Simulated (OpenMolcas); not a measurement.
An OpenMolcas run meant for Xe VI (ANO-RCC-VDZP, DKH2; inactive shells 1s 2s 2p 3s 3p 3d 4s 4p 4d 5s; intended active space 1 electron in 3 orbitals (5p)). One step of its input:

```
&RASSCF
FileOrb=start.orb
Symmetry=2
Spin=2
nActEl=2 0 0
Inactive=15 9
Ras2=0 3
CIRoot=3 3 1
SDav=3
CIMx=300
Iter=61 100
PrWF=0.3
OrbListing=Nothing
MaxOrb=0
Atom
>>> COPY $Project.JobIph JOB001
```

Lines from the output:

```
--- SEWARD ---
Basis set label: XE.ANO-RCC...6S5P3D1F.

      Electronic valence basis set:
      ------------------
      Associated Effective Charge  54.000000 au
      Associated Actual Charge     54.000000 au
      Nuclear Model: Point charge

      Shell  nPrim  nBasis  Cartesian Spherical Contaminant
         s      22       6        X
         p      19       5        X
         d      13       3                 X
         f       5       1                 X
                  Relativistic Douglas-Kroll-Hess integrals:
                    - DKH order of Hamiltonian: 2
                    - DKH order of Properties : 0
                  Atomic mean-field integrals
--- RASSCF ---

 Nr of active orbitals     NAC=   3
 Spin degeneracy         ISPIN=   2
 There can be no such wave function.
 ************************************************
--- Stop Module: rasscf at  /rc=_RC_INPUT_ERROR_ ---
.####################.
.# User input error #.
.####################.
```

Q: What is wrong with the input?

A: nActEl holds one electron too many for this ion, which clashes with the multiplicity.
